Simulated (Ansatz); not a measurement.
Isomers of C3H5ClGe, relaxed with PBE0-D4/def2-TZVP in Ansatz; electronic energies, one conformer each and not always the lowest. Functionals use def2-TZVPP; CBS adds triple-zeta CCSD(T) − MP2 to the MP2 limit of def2-TZVPP and def2-QZVPP.

Outer-core shells of Ge are correlated without core-valence functions. Scalar relativity is left out up to krypton. Spin–orbit coupling is left out.

(1) Order them by energy at frozen-core CCSD(T)/CBS, lowest first. (An estimate is asked.)
A. `Cl[C]1=C[CH2][GeH2]1`
B. `C#[C][GeH2][CH2]Cl`
C. `CC#[C][GeH2][Cl]`

(2) How do B2PLYP, MP2/CBS(def2), B3LYP-D4, HF/CBS(def2) place them (kJ/mol, against `CC#[C][GeH2][Cl]`)? (Estimate.)

Results:

(1) C (0.0 kJ/mol), A (95.6 kJ/mol), B (138.9 kJ/mol).

(2) Computed: 
| isomer | B2PLYP | MP2/CBS(def2) | B3LYP-D4 | HF/CBS(def2) |
| --- | --- | --- | --- | --- |
| `C#[C][GeH2][CH2]Cl` | 149.7 | 143.3 | 149.1 | 164.3 |
| `Cl[C]1=C[CH2][GeH2]1` | 111.6 | 98.9 | 104.2 | 148.9 |

B3LYP here is the variant with VWN-RPA as its local correlation; programs differ in this.
